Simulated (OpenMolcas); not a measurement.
## Ni2+: ligand-field states by method

Ni2+ with 6 ligands (sulfide) in octahedral coordination (Oh) at 2.47 Å. A charge of +1.67 e stands 3.2 Å behind each ligand. Ligand basis ANO-RCC-VDZP.

```yaml
Program: OpenMolcas
Basis: ANO-RCC-VDZP [5s4p2d1f]
Scalar_Hamiltonian: DKH2, point nucleus
Active_space: 8 electrons in 5 orbitals (3d)
State_averaging: 2S+1 = 3 even, 10 roots; 2S+1 = 1 even, 15 roots
Spin-orbit_coupling: RASSI with atomic mean-field integrals over the reference wave functions
```

I. CASSCF
II. SS-CASPT2, IPEA 0.25 Eh, imaginary shift 0.1 Eh (closed shells correlated: 3s 3p and the ligand valence shells)

Spin-free states (labels of O, the rotations of Oh) in cm-1, each column counted from its own energy of the first state listed:

```json
{"State": "3A2", "Degeneracy": "1", "I": "0", "II": "0"}
{"State": "3T2", "Degeneracy": "3", "I": "2366", "II": "3700"}
{"State": "3T1", "Degeneracy": "3", "I": "4224", "II": "5680"}
{"State": "1E", "Degeneracy": "2", "I": "16780", "II": "10450"}
{"State": "1T2", "Degeneracy": "3", "I": "18687", "II": "15340"}
{"State": "3T1", "Degeneracy": "3", "I": "21655", "II": "20260"}
{"State": "1A1", "Degeneracy": "1", "I": "25617", "II": "21030"}
{"State": "1T1", "Degeneracy": "3", "I": "26315", "II": "23530"}
{"State": "1E", "Degeneracy": "2", "I": "27433", "II": "25060"}
{"State": "1T2", "Degeneracy": "3", "I": "28088", "II": "26260"}
{"State": "1A1", "Degeneracy": "1", "I": "61995", "II": "60420"}
```

From I to II, I's first state of the same spin (3T2) moves from 2366 to 3700 cm-1, by about +1300 cm-1.

From I to II, I's first state of another spin (1E) moves from 16780 to 10450 cm-1, by about -6300 cm-1.

χT at 300 K: I 2.14, II 1.79 cm3 K/mol.

Roots that are degenerate in the reference are averaged as groups; the widest CASPT2 spread within a group is 120 cm-1 (the 2-fold group of multiplicity 1 near 25100 cm-1 above the lowest state of its run, II). Shifts and gaps below about the spread of the groups concerned are not significant. Over all roots computed the reference weight is 0.57 to 0.63 in II; the roots of lowest weight are the least certain, and an intruder state may touch them. The sulfide ions are held by bare point charges, a crude embedding. Ligand-to-metal charge-transfer states are missing. With oxide or sulfide held by bare charges the field of late divalent 3d ions can come out several times too small, and g and χT far too large. With no ligand orbital active B as a rule stays too high, so bands that hang on it stand too high and its fall with covalency is understated. Without dynamic correlation the repulsion within the d shell is too large (B by tens of per cent), so at a given field states of lower spin stand too high (holds for I). With metal d orbitals alone and no dynamic correlation the field as a rule comes out too small, by tens of per cent, by up to half for chloride and softer ligands, and the orbital part of g and χT, which goes as 1/10Dq, too large (holds for I). A single d shell leaves out the double-shell effect, which counts most for late 3d ions, where the CASPT2 field can be off either way by tens of per cent (holds for II). These CASPT2 states fit no ligand-field parameters well, so their order and spin gaps are uncertain (holds for II). With one d shell and no ligand orbital active, 10Dq can be off by tens of per cent for divalent 3d ions, low with halides held by bare charges and at times high in hosts, and the orbital part of g and χT goes as 1/10Dq (holds for II). Free-ion shares, where given, are those of the reference states; single-state CASPT2 does not remix them (holds for II). No measured value stands beside these numbers; the geometry was imposed, not optimised, and the real ion may take another.
